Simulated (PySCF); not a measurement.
**How the method changes the constants of SiI⁺**

State: ¹Σ⁺ (singlet), closed shell. Set-up: basis Si def2-TZVPPD, I def2-TZVPPD with ECP28; scalar-relativistic core potentials; PySCF 2.14. De refers to Si⁺ + I in their high-spin ground configurations, without counterpoise correction. A positive dipole points towards I; it is taken about the centre of mass and depends on that origin.

| Level | Re (Å) | ωe (cm⁻¹) | De (eV) | μ (D) | CPU s a point (SCF and correlation, without the integrals) |
| --- | --- | --- | --- | --- | --- |
| RHF | 2.314 | 465 | 2.66 | -5.32 | 1.1 |
| RHF-MP2 | 2.303 | 473 | 4.31 | n/a | 1.7 |
| RHF-SCS-MP2 | 2.307 | 469 | 4.12 | n/a | n/a |
| RHF-CCSD | 2.309 | 466 | 3.91 | n/a | n/a |
| RHF-CCSD(T) | 2.319 | 455 | 4.16 | n/a | 24 |
| LDA | 2.316 | 446 | 5.17 | -4.49 | 0.95 |
| PBE | 2.340 | 434 | 4.57 | -4.54 | 1.3 |
| revPBE | 2.347 | 430 | 4.37 | -4.57 | 1.4 |
| BLYP | 2.359 | 417 | 4.27 | -4.74 | 1.6 |
| TPSS | 2.334 | 438 | 4.43 | -4.51 | 1.7 |
| r²SCAN | 2.324 | 448 | 4.42 | -4.53 | 2 |
| PBE0 | 2.316 | 456 | 4.30 | -4.67 | 4.9 |
| r²SCAN0 | 2.309 | 463 | 4.18 | -4.69 | 2.9 |
| LC-ωPBE | 2.285 | 483 | 3.91 | -4.68 | 3.5 |

The bond length runs from 2.285 Å (LC-ωPBE) to 2.359 Å (BLYP). De spans 2.66 eV (RHF, mean field) to 5.17 eV (LDA, local density). Correlation at CCSD(T) changes the Hartree–Fock bond energy by +1.50 eV; the triples alone change it by +0.25 eV.

Correlated steps freeze 9 core orbitals. Spin–orbit coupling is left out, which matters for elements this heavy, above all for dissociation energies. For an ion De counts to the pair picked by the measured ionisation energies or electron affinities, which need not be the lowest pair at this level. Where the molecule has an RHF reference, its open-shell atoms are computed with UHF.

The whole job (state search and all levels along the bond) took about 4.9 min on 2 threads of AMD EPYC 7R43 64-Core (shared host), peak memory 3.4 GiB.
